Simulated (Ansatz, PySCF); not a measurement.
This Ansatz (an electronic-structure program) input computes a BLYP/def2-TZVPD energy:

Ansatz 0.2 input:
```yaml
crystal:
  periodic: [false, false, false]
  atoms:
    - {symbol: B, position_ang: [-0.73191922, 0.19699974, 0.22690698]}
    - {symbol: O, position_ang: [0.45163180, -0.32443455, -0.08782496]}
    - {symbol: H, position_ang: [-1.05771089, 1.34062764, 0.05627479]}
    - {symbol: H, position_ang: [1.10425261, 0.26985007, -0.48820997]}
basis:
  gaussian:
    orbitals: def2-TZVPD
hamiltonian:
  xc: {name: BLYP}
magnetization: {spin_polarized: true, initial_magnetization: 1}
output: {forces: true}
```

Question: Write an input for the same energy in PySCF and say what it gives.

Answer: 
```python
from pyscf import gto, scf, dft

mol = gto.M(
    atom='''
    B    -0.73191922    0.19699974    0.22690698
    O     0.45163180   -0.32443455   -0.08782496
    H    -1.05771089    1.34062764    0.05627479
    H     1.10425261    0.26985007   -0.48820997
    ''',
    basis='def2-tzvpd',
    charge=0,
    spin=1,
    verbose=4,
)

mf = dft.UKS(mol, xc='blyp').density_fit(auxbasis='def2-universal-jkfit')
mf.grids.level = 3
mf.conv_tol = 1e-9
mf.max_cycle = 100
mf.max_memory = 1500
mf.kernel()
if not mf.converged:
    mf = mf.newton()
    mf.kernel(mf.make_rdm1())
for _ in range(2):
    mo, _, stable, _ = mf.stability(return_status=True)
    if stable:
        break
    mf.kernel(mf.make_rdm1(mo, mf.mo_occ))
mf.analyze()
```
It gives -101.25252 Eh, and Ansatz -101.25248 Eh, a difference of 0.04 mEh, from the treatment of integrals and grids.

It need not be the lowest isomer of its formula.
